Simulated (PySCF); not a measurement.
C₅H₆Se, SMILES C=C=C1[Se]CC1.

Coordinates come from a B3LYP-D3(BJ)/def2-SVP optimisation. This is a generated structure with no PubChem entry under its InChIKey; it may be hypothetical.

All values below come from B3LYP-D3(BJ)/def2-SVP run with PySCF.

Frequencies are harmonic and unscaled.

```csv
mode,ν (cm⁻¹),IR (km/mol),moving atoms (share of kinetic energy)
1,36,0.2,"C 51 %, H 47 %"
2,138,0.5,"C 64 %, Se 18 %, H 18 %"
3,210,5.4,"C 68 %, H 31 %"
4,412,3.1,"C 66 %, Se 29 %"
5,421,0.6,"C 73 %, Se 16 %, H 11 %"
6,425,0.2,"C 78 %, H 21 %"
7,573,0.0,H 98 %
8,609,12.9,"C 85 %, H 11 %"
9,663,3.3,"C 83 %, H 14 %"
10,774,3.2,"H 87 %, C 13 %"
11,886,37.9,"H 73 %, C 27 %"
12,908,2.0,"H 75 %, C 25 %"
13,968,8.3,"C 72 %, H 28 %"
14,1007,0.1,"H 66 %, C 34 %"
15,1007,18.3,"C 82 %, H 17 %"
16,1084,0.0,"H 82 %, C 18 %"
17,1187,12.4,"H 71 %, C 29 %"
18,1214,0.1,"H 87 %, C 13 %"
19,1240,9.0,"H 58 %, C 42 %"
20,1313,4.2,"H 50 %, C 50 %"
21,1440,2.1,H 93 %
22,1466,1.1,"H 84 %, C 16 %"
23,1473,3.8,"H 60 %, C 40 %"
24,2068,1.2,C 99 %
25,3046,20.2,H 95 %
26,3092,25.1,H 95 %
27,3096,15.7,H 95 %
28,3096,6.6,"H 90 %, C 10 %"
29,3161,5.7,"H 90 %, C 10 %"
30,3176,3.2,"H 89 %, C 11 %"
```
